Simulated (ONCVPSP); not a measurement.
Configuration tests for titanium (Ti) (ONCV)

| Property | Result |
| --- | --- |
| Element | titanium (Ti) |
| Generator | ONCVPSP 4.0.1 |
| Type | optimised norm-conserving Vanderbilt (ONCV) |
| Functional | PBE |
| Relativity | scalar-relativistic |
| Frozen core | [Ne] |
| Valence charge | 12 |
| Reference configuration | 3s2 3p6 3d2 4s2 |
| Partial waves | 3s+4s: rc 1.96 bohr, ncon 4, nbas 8, qcut 8.4 1/bohr, 2 projectors; 3p: rc 1.96 bohr, ncon 3, nbas 6, qcut 8.8 1/bohr, 1 projector; 3d: rc 3.04 bohr, ncon 3, nbas 7, qcut 5.4 1/bohr, 2 projectors, debl 3.1 Ha |
| Local potential | polynomial inside 1.40 bohr (lpopt 5, dvloc0 6 Ha) |
| Core correction | Teter function, fcfact 4.5, rcfact 1.6 |

Energies are relative to the spin-unpolarised reference configuration 3s2 3p6 3d2 4s2; without spin polarisation the order of configurations can differ from experiment.

| valence configuration | charge | ΔE all-electron (eV) | error AE − PS (meV) |
| --- | --- | --- | --- |
| 3s2 3p6 3d2 4s1 | +1 | 7.347 | -4.8 |
| 3s2 3p6 3d1 4s0 | +3 | 47.867 | +525 |
| 3s2 3p6 3d2 4s0 4p2 | 0 | 6.288 | -94 |

(1) What are ΔE and the potential's error for 3s2 3p6 3d2 4s0?

Levels in the configuration 3s2 3p6 3d1 4s0:

| level | all-electron (eV) | pseudo (eV) |
| --- | --- | --- |
| 3s | -95.044 | -94.070 |
| 3p | -70.922 | -70.003 |
| 3d | -34.691 | -33.070 |

## Answers

(1) ΔE = 20.919 eV all-electron; the error (AE − PS) is -66 meV.
